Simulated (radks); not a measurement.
Problem. The mean radii <r> (bohr) of the occupied orbitals of an atom or ion are listed with their occupations. Method: Dirac Kohn-Sham, SOGGA, spin-unpolarised, spherical densities, finite nucleus; Fermi nuclear charge, rms radius of each element as measured or else 0.836 A^(1/3) + 0.57 fm; computed with a radial shooting solver on a logarithmic mesh with Libxc functionals.

orbital  occ.      <r>
1s1/2       2  0.02319
2s1/2       2  0.09849
2p1/2       2  0.08246
2p3/2       4  0.08898
3s1/2       2   0.2603
3p1/2       2   0.2499
3p3/2       4   0.2625
3d3/2       4   0.2339
3d5/2       6   0.2379
4s1/2       2   0.5931
4p1/2       2   0.6083
4p3/2       4   0.6370
4d3/2       4   0.6829
4d5/2       6   0.6931
5s1/2       2    1.442
5p1/2       2    1.630
5p3/2       4    1.725
6s1/2       2    4.381
4f5/2       5    1.063

Name the element and its charge. Open shells, if any, fill j = l - 1/2 first.

Solution. Z = 61, promethium, charge 0: Pm in [Xe] 4f5 6s2. The 1s radius gives Z: for a bare nucleus <r> = (2 gamma + 1)/(2Z) with gamma = sqrt(1 - (Z/c)^2), 0.02288 bohr for Z = 61, and screening makes it slightly larger (0.02319 here). The occupations add up to 61, and the charge is Z minus that.
